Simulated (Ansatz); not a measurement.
Geometry optimisation, RKS PBE0-D4/def2-SVP in Ansatz 0.2.0.

input.yaml

```yaml
crystal:
  periodic: [false, false, false]
  atoms:
    - { symbol: F, position_ang: [-1.9584, 0.2619, 1.1317] }
    - { symbol: C, position_ang: [-0.6884, 0.7177, 1.1423] }
    - { symbol: O, position_ang: [0.1481, -0.3726, 0.9464] }
    - { symbol: Si, position_ang: [0.1789, -0.8874, -0.6937] }
    - { symbol: Se, position_ang: [1.3638, 0.4794, -2.0149] }
    - { symbol: H, position_ang: [-0.4829, 1.1749, 2.1405] }
    - { symbol: H, position_ang: [-0.488, 1.5318, 0.4002] }
    - { symbol: H, position_ang: [0.6837, -2.245, -0.7924] }
    - { symbol: H, position_ang: [-1.2814, -0.8909, -1.1307] }
    - { symbol: H, position_ang: [2.6077, 0.1792, -1.1264] }
basis:
  gaussian: { orbitals: def2-SVP }
hamiltonian:
  xc: pbe0
  dispersion: d4
relax:
  f_tol: 0.02
  max_steps: 50
output:
  orbitals: {}
```

Launched with:

```bash
$ ansatz run input.yaml --threads 2 --pin off --max-ram 3072MiB --backend cpu --events-out ev --progress --plain --runs-dir out
```

Where does it end, and by what steps?

The forces met the threshold. After 14 steps the energy has fallen by 0.359 eV; F1 moved furthest, 0.73 Å.

```csv
step,energy less start (eV),largest force component (eV/Å),accepted
0,0.0000,1.421,yes
1,-0.2504,0.657,yes
2,-0.2911,0.504,yes
3,-0.3114,0.254,yes
4,-0.3212,0.337,yes
5,-0.3323,0.064,yes
6,-0.3360,0.096,yes
7,-0.3383,0.634,yes
8,-0.3480,0.273,yes
9,-0.3494,0.197,yes
10,-0.3537,0.102,yes
11,-0.3557,0.084,yes
12,-0.3575,0.150,yes
13,-0.3582,0.054,yes
14,-0.3588,0.018,yes
```

```xyz
10
Properties=species:S:1:pos:R:3
F -1.896 0.869 0.729
C -0.627 0.760 1.223
O -0.076 -0.447 0.875
Si 0.115 -1.018 -0.690
Se 1.110 0.523 -2.043
H -0.675 0.812 2.323
H -0.040 1.604 0.815
H 0.954 -2.231 -0.531
H -1.186 -1.317 -1.346
H 2.403 0.395 -1.353
```

Whether the end is a true minimum wasn't checked by a vibrational analysis.

The run took 64 s on 2 threads of Arm Neoverse V1 (shared host), peak memory 0.29 GiB.
